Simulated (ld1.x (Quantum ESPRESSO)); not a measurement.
# hafnium, TM semilocal: configuration errors across variants

```
Element                 : hafnium (Hf)
Generator               : ld1.x (Quantum ESPRESSO) 7.5
Type                    : norm-conserving Troullier–Martins (semilocal form)
Functional              : PBE
Relativity              : scalar-relativistic
Frozen core             : [Kr] 4d10 4f14 5s2
Valence charge          : 10
Reference configuration : 5p6 5d2 6s2 6p0
Partial waves           : 6s (bound): rc 2.20 bohr; 5p (bound): rc 1.20 bohr; 5d (bound): rc 2.15 bohr
Local potential         : the d channel
Core correction         : none
```

All-electron excitation energies from the reference (eV): (1) 5p6 5d2 6s1 6p0 7.976; (2) 5p6 5d2 6s0 6p0 22.156; (3) 5p6 5d1 6s0 6p0 43.950; (4) 5p6 5d3 6s1 6p0 2.593; (5) 5p6 5d2.5 6s1.5 6p0 1.255; (6) 5p6 5d2 6s1 6p1 3.826; (7) 5p6 5d1 6s2 6p0 6.498.

In the semilocal form every listed channel keeps its own potential, so the choice of the local channel does not act on these tests. It acts once the file is put into the separable form.

A semilocal file is local in each channel, so a ghost entry of none says nothing of the separable form that plane-wave codes build from it.

Tests that are not counted but printed errors over 1 eV. “form changed from semilocal to separable (Kleinman–Bylander), still TM; local potential the p channel”: 5p6 5d2 6s1 6p0 (solver errors, printed error -2.6 eV); 5p6 5d1 6s2 6p0 (solver errors, printed error -31.4 eV).

2 further variants failed, have other tests or another functional or relativity, and are left out.

A true bound ghost makes a file unfit for plane-wave use even where its test errors are small: the radial tests pick states by their node count and pass the ghost by. Where a test does run into it, the solver fails or the error is huge.

Errors AE − PS in meV (a dash: test not solved or not reliable):

```tsv
change	(1)	(2)	(3)	(4)	(5)	(6)	(7)	bound ghosts
base	+0.8	+22	+67	-9.0	-3.2	+8.8	+16	none
wave 5p (bound): rc 1.20 bohr becomes 5p (bound): rc 1.82 bohr	+1.0	+23	+68	-8.4	-3.0	+62	+17	none
form changed from semilocal to separable (Kleinman–Bylander), still TM; local potential the p channel	–	+22	+66	+10	+7.7	+19	–	s
all radii scaled by about 0.90 (s 1.98, p 1.08, d 1.94 bohr)	+10	+70	+87	+21	+8.3	+25	+158	none
wave 5d (bound): rc 2.15 bohr becomes 5d (bound): rc 1.68 bohr	+0.9	+22	+67	-9.0	-3.2	+8.8	+17	none
core correction a·sin(br)/r model core inside 0.68 bohr	-4.6	-24	-62	-15	-4.9	+5.7	+7.1	none
all radii scaled by about 0.84 (s 1.84, p 1.00, d 1.80 bohr)	+19	+83	+96	+37	+15	+30	+220	none
local potential the p channel	+0.8	+22	+67	-9.0	-3.2	+8.8	+16	none
```

Give the same row for: wave 5p (bound): rc 1.20 bohr becomes 5p (bound): rc 0.82 bohr.

+0.9, +22, +67, -9.2, -3.2, +1219, +16; bound ghosts: not determined.
